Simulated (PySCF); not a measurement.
Species: C₁₂H₉FO.
Bonds: C1–C2, C2–C3 (aromatic), C3–C4 (aromatic), C4–C5 (aromatic), C5–C6, C6–O7 (double), C6–F8, C5–C9 (aromatic), C9–C10 (aromatic), C10–C11 (aromatic), C11–C12 (aromatic), C12–C13 (aromatic), C13–C14 (aromatic), C2–C14 (aromatic), C9–C14 (aromatic). Hydrogens: H15, H16, H17 on C1; H18 on C3; H19 on C4; H20 on C10; H21 on C11; H22 on C12; H23 on C13.

The calculation used PBE0-D3(BJ)/def2-SVP geometry optimisation, gas phase (PySCF 2.14.0).

Q: List the bond lengths, angles and torsions at this level.

A: 
| bond | length (bohr) | order |
| --- | --- | --- |
| C1–C2 | 2.830 | single |
| C2–C3 | 2.608 | aromatic |
| C3–C4 | 2.651 | aromatic |
| C4–C5 | 2.616 | aromatic |
| C5–C6 | 2.789 | single |
| C6=O7 | 2.247 | double |
| C6–F8 | 2.546 | single |
| C5–C9 | 2.716 | aromatic |
| C9–C10 | 2.683 | aromatic |
| C10–C11 | 2.602 | aromatic |
| C11–C12 | 2.661 | aromatic |
| C12–C13 | 2.598 | aromatic |
| C13–C14 | 2.681 | aromatic |
| C2–C14 | 2.706 | aromatic |
| C9–C14 | 2.709 | aromatic |
| C1–H15, C1–H16, C1–H17 | 2.079 | single |
| C3–H18 | 2.065 | single |
| C4–H19 | 2.059 | single |
| C10–H20 | 2.056 | single |
| C11–H21 | 2.065 | single |
| C12–H22 | 2.064 | single |
| C13–H23 | 2.061 | single |

Bonds in one row agree within 0.02 bohr and their mean is given. Orders are formal, as drawn. A selection of angles:
| angle | degrees |
| --- | --- |
| C2–C1–H15 | 110.9 |
| H15–C1–H16 | 107.9 |
| C1–C2–C3 | 120.2 |
| C1–C2–C14 | 120.9 |
| C3–C2–C14 | 118.9 |
| C2–C3–C4 | 121.4 |
| C2–C3–H18 | 119.5 |
| C4–C3–H18 | 119.1 |
| C3–C4–C5 | 121.3 |
| C3–C4–H19 | 119.5 |
| C5–C4–H19 | 119.2 |
| C4–C5–C6 | 118.3 |
| C4–C5–C9 | 119.6 |
| C6–C5–C9 | 122.1 |
| C5–C6–O7 | 129.6 |
| C5–C6–F8 | 111.7 |
| O7–C6–F8 | 118.7 |
| C5–C9–C10 | 123.2 |
| C5–C9–C14 | 118.4 |
| C10–C9–C14 | 118.4 |
| C9–C10–C11 | 121.1 |
| C9–C10–H20 | 118.7 |
| C11–C10–H20 | 120.3 |
| C10–C11–C12 | 120.6 |
| C10–C11–H21 | 119.5 |
| C12–C11–H21 | 119.9 |
| C11–C12–C13 | 119.8 |
| C11–C12–H22 | 120.1 |
| C13–C12–H22 | 120.1 |
| C12–C13–C14 | 121.3 |
| C12–C13–H23 | 119.5 |
| C14–C13–H23 | 119.3 |
| C2–C14–C13 | 120.7 |
| C2–C14–C9 | 120.4 |
| C9–C14–C13 | 118.9 |

Torsions: C4–C5–C6–O7 180° (antiperiplanar).

Of the pairs four or more bonds apart, O7···H20 is among the closest relative to their van der Waals radii: 2.13 Å, 78 % of the sum of Bondi's values. The 6-membered ring C9–C10–C11–C12–C13–C14 has internal angles of 118.4° to 121.3° (sum 720°, against 720° for a flat polygon); it is planar, 0.00 Å rms from its mean plane, widest ring torsion 0°. The 6-membered ring C2–C3–C4–C5–C9–C14 has internal angles of 118.4° to 121.4°; it is planar, 0.00 Å rms from its mean plane, widest ring torsion 0°. The 14 heavy atoms lie in one plane (0.003 Å rms). The 13 C–C bonds span 1.375 Å (C12–C13, aromatic) to 1.498 Å (C1–C2, drawn single), a spread of 0.123 Å.

Point group: Cs (every atom within 0.08 Å of its image). No frequency check. The numbers are those of one conformer.

Hardware: an Arm Neoverse V1 with one thread, no GPU, on a shared host. Cost: 11 min, 1.6 GiB resident at most. This is the geometry optimisation.
